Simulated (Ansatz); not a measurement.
Start from `FC[SiH2][SiH2]F` and change one atom or group to get `CO[SiH2]CF`.

Ansatz, PBE0-D4/def2-TZVP geometries, multiplicity 1. Each molecule was computed in one conformer, which needn't be the lowest.

```tsv
property	`FC[SiH2][SiH2]F`
LUMO energy (PBE0/def2-TZVPP) / eV	-0.70
LUMO energy (B3LYP/def2-TZVPP) / eV	-0.89
HOMO energy (PBE/def2-TZVPP) / eV	-7.03
HOMO energy (ωB97M-V/def2-TZVPP) / eV	-10.35
HOMO energy (B3LYP/def2-TZVPP) / eV	-8.09
LUMO energy (PBE/def2-TZVPP) / eV	-1.56
```

Task: What does the change do to each property? (An estimate is asked.)

Result: Ansatz gave: 
```json
{"property": "LUMO energy (PBE0/def2-TZVPP) / eV", "`CO[SiH2]CF`": "0.45", "shift": "1.15"}
{"property": "LUMO energy (B3LYP/def2-TZVPP) / eV", "`CO[SiH2]CF`": "0.21", "shift": "1.10"}
{"property": "HOMO energy (PBE/def2-TZVPP) / eV", "`CO[SiH2]CF`": "-6.47", "shift": "0.56"}
{"property": "HOMO energy (ωB97M-V/def2-TZVPP) / eV", "`CO[SiH2]CF`": "-10.31", "shift": "0.04"}
{"property": "HOMO energy (B3LYP/def2-TZVPP) / eV", "`CO[SiH2]CF`": "-7.77", "shift": "0.32"}
{"property": "LUMO energy (PBE/def2-TZVPP) / eV", "`CO[SiH2]CF`": "-0.48", "shift": "1.08"}
```

With PBE0 the HOMO rises by 0.30 eV and the LUMO rises by 1.15 eV, so the gap widens by about 0.85 eV. PBE moves the HOMO by 0.56 eV and ωB97M-V by 0.04 eV.

B3LYP here is the variant with VWN-RPA as its local correlation; programs differ in this.
